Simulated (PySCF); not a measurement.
## 15N chemical shifts

Computed data (PySCF): GFN2-xTB geometry, PBE0/pcSseg-1 with gauge-including orbitals. One computed conformer, equivalent nuclei averaged, no solvent, non-relativistic.

Shieldings were converted by a linear fit to measured shifts: 15N (scatter 6.3 ppm rms vs CH3NO2, solution or neat liquid). A few per cent of atoms miss by over 2 rms, more outside the fitted compound classes.

Give the 15N shifts of `[H]/N=C\[C@@H]1CC=C(CN)CC1`, `FCc1cn([SiH3])cc1C(F)(F)F`, `C=C/C=N/NC1CCCC1`, `Cc1nn(C(C)C)nc1Cl`, `C=C/C(C)=N\N=C(/C)CC`, `C=C/C(CC)=N\N=C\CC`, `C=CN(CC)/N=C\C1CC1`, `CC(C)(C)/N=C/C#CCN`.

## Answers


| compound | environment | δ (ppm) |
| --- | --- | --- |
| [H]/[N:1]=[CH:2]\[C@@H:3]1[CH2:4][CH:5]=[C:6]([CH2:7][NH2:8])[CH2:9][CH2:10]1 | N1: imine nitrogen | -67.4 |
| [H]/[N:1]=[CH:2]\[C@@H:3]1[CH2:4][CH:5]=[C:6]([CH2:7][NH2:8])[CH2:9][CH2:10]1 | N8: amine nitrogen | -357.8 |
| FCc1cn([SiH3])cc1C(F)(F)F | pyrrole-type ring nitrogen | -244.0 |
| [CH2:1]=[CH:2]/[CH:3]=[N:4]/[NH:5][CH:6]1[CH2:7][CH2:8][CH2:9][CH2:10]1 | N4: imine nitrogen | -36.2 |
| [CH2:1]=[CH:2]/[CH:3]=[N:4]/[NH:5][CH:6]1[CH2:7][CH2:8][CH2:9][CH2:10]1 | N5: nitrogen bonded to O or N | -242.7 |
| [CH3:1][c:2]1[n:3][n:4]([CH:5]([CH3:6])[CH3:7])[n:8][c:9]1[Cl:10] | N3: pyridine-type nitrogen of an azole | -61.2 |
| [CH3:1][c:2]1[n:3][n:4]([CH:5]([CH3:6])[CH3:7])[n:8][c:9]1[Cl:10] | N8: pyridine-type nitrogen of an azole | -71.7 |
| [CH3:1][c:2]1[n:3][n:4]([CH:5]([CH3:6])[CH3:7])[n:8][c:9]1[Cl:10] | N4: pyrrole-type ring nitrogen | -136.5 |
| [CH2:1]=[CH:2]/[C:3]([CH3:4])=[N:5]\[N:6]=[C:7](/[CH3:8])[CH2:9][CH3:10] | N5: imine nitrogen | -36.0 |
| [CH2:1]=[CH:2]/[C:3]([CH3:4])=[N:5]\[N:6]=[C:7](/[CH3:8])[CH2:9][CH3:10] | N6: imine nitrogen | -39.8 |
| [CH2:1]=[CH:2]/[C:3]([CH2:4][CH3:5])=[N:6]\[N:7]=[CH:8]\[CH2:9][CH3:10] | N7: imine nitrogen | -35.8 |
| [CH2:1]=[CH:2]/[C:3]([CH2:4][CH3:5])=[N:6]\[N:7]=[CH:8]\[CH2:9][CH3:10] | N6: imine nitrogen | -38.2 |
| [CH2:1]=[CH:2][N:3]([CH2:4][CH3:5])/[N:6]=[CH:7]\[CH:8]1[CH2:9][CH2:10]1 | N6: imine nitrogen | -45.3 |
| [CH2:1]=[CH:2][N:3]([CH2:4][CH3:5])/[N:6]=[CH:7]\[CH:8]1[CH2:9][CH2:10]1 | N3: nitrogen bonded to O or N | -230.1 |
| [CH3:1][C:2]([CH3:3])([CH3:4])/[N:5]=[CH:6]/[C:7]#[C:8][CH2:9][NH2:10] | N5: imine nitrogen | 10.4 |
| [CH3:1][C:2]([CH3:3])([CH3:4])/[N:5]=[CH:6]/[C:7]#[C:8][CH2:9][NH2:10] | N10: amine nitrogen | -352.4 |
